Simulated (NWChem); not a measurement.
System: 1,3,5-triazine (C₃H₃N₃); SMILES n1cncnc1

The following NWChem deck was run.

```
start job
memory heap 200 mb stack 900 mb global 1100 mb
geometry units angstroms noautoz
  C     -0.381641    -1.232895     0.000000
  N     -1.331017    -0.302408     0.000000
  C     -0.876898     0.946958     0.000000
  N      0.403615     1.303899     0.000000
  C      1.258539     0.285937     0.000000
  N      0.927402    -1.001491     0.000000
  H     -0.705802    -2.281271     0.000000
  H     -1.622738     1.751878     0.000000
  H      2.328540     0.529393     0.000000
end
basis spherical
  * library def2-tzvpd
end
dft
  xc pbe0
  iterations 150
  semidirect filesize 400000000
  mulliken
end
task dft energy
```

Structure relaxed at the PBE0/def2-SVP level.

Question: Give the results of this calculation. (PBE0/def2-TZVPD.) Quantities: energy (Ha); highest occupied level (eV); orbital gap (eV).

Answer: 
```yaml
energy (Ha): -280.15
highest occupied level (eV): -8.11
orbital gap (eV): 6.43
```
